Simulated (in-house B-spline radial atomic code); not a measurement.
Successive ionisation energies of dysprosium; each step leads to the configuration of the next row (after the last: [Ne] 3s2 3p2). NIST's values go from ground level to ground level; the uncertainty of those that are theory runs from under 0.1 % in few-electron ions to several per cent in heavy many-electron ones. Computed with a radial B-spline atomic code at the basis-set limit: non-relativistic Hartree-Fock, average of the configuration, point nuclei.

This level leaves out relativity, spin-orbit splitting included, which matters for heavy ions.

```
  ion  configuration  ionisation energy (eV)  tabulated value (eV)    tabulated kind  computed minus tabulated (eV)  highest orbital  largest mean radius (bohr)
Dy41+       [Ar] 3d7                  3231.9                  3217  tabulated theory                             15               3d                     0.24089
Dy42+       [Ar] 3d6                  3345.6                  3331  tabulated theory                             15               3d                     0.23951
Dy43+       [Ar] 3d5                  3460.7                  3445  tabulated theory                             16               3d                     0.23815
Dy44+       [Ar] 3d4                  3577.4                  3607  tabulated theory                            -30               3d                      0.2368
Dy45+       [Ar] 3d3                  3695.5                  3725  tabulated theory                            -29               3d                     0.23546
Dy46+       [Ar] 3d2                  3815.1                  3852  tabulated theory                            -37               3d                     0.23413
Dy47+       [Ar] 3d1                  3936.3                  3970  tabulated theory                            -34               3d                     0.23281
Dy48+   [Ne] 3s2 3p6                  4257.7                  4303  tabulated theory                            -45               3p                      0.2315
Dy49+   [Ne] 3s2 3p5                  4362.9                  4407  tabulated theory                            -44               3p                     0.23053
Dy50+   [Ne] 3s2 3p4                  4468.9                  4523  tabulated theory                            -54               3p                     0.22956
Dy51+   [Ne] 3s2 3p3                  4575.8                  4629  tabulated theory                            -53               3p                     0.22861
```
